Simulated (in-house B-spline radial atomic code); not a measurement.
Successive ionisation energies of samarium; each step leads to the configuration of the next row (after the last: [He] 2s2 2p3). Dirac energy differences include first-order Breit, QED and recoil terms. NIST's values go from ground level to ground level; the uncertainty of those that are theory runs from under 0.1 % in few-electron ions to several per cent in heavy many-electron ones. Computed with a B-spline radial code for spherical atoms: Dirac-Hartree-Fock, average of the configuration, finite nuclei.

| ion | configuration | ionisation energy (eV) | tabulated value (eV) | tabulated kind | computed minus tabulated (eV) | highest orbital | largest mean radius (bohr) |
| --- | --- | --- | --- | --- | --- | --- | --- |
| Sm49+ | [Ne] 3s2 3p1 | 4231.4 | 4337 | tabulated theory | -106 | 3p3/2 | 0.22983 |
| Sm50+ | [Ne] 3s2 | 4548.3 | 4548 | tabulated theory | 0 | 3s1/2 | 0.22879 |
| Sm51+ | [Ne] 3s1 | 4655.1 | 4655 | tabulated theory | 0 | 3s1/2 | 0.22762 |
| Sm52+ | [He] 2s2 2p6 | 10700.2 | 10494 | tabulated theory | 206 | 2p3/2 | 0.0946 |
| Sm53+ | [He] 2s2 2p5 | 10982.8 | 10762 | tabulated theory | 221 | 2p3/2 | 0.094111 |
| Sm54+ | [He] 2s2 2p4 | 11268.6 | 11060 | tabulated theory | 209 | 2p3/2 | 0.093626 |

Question: Where is the largest jump?

Answer: From Sm51+ to Sm52+, by a factor of 2.30 (4655.1 to 10700 eV); the highest orbital goes from 3s1/2 to 2p3/2.

Where a p, d or f electron is removed, the computed value is a mean over both j, so it misses the tabulated one by a part of the spin-orbit splitting; averaging over terms and missing correlation add to the gap, relatively most at low charge.
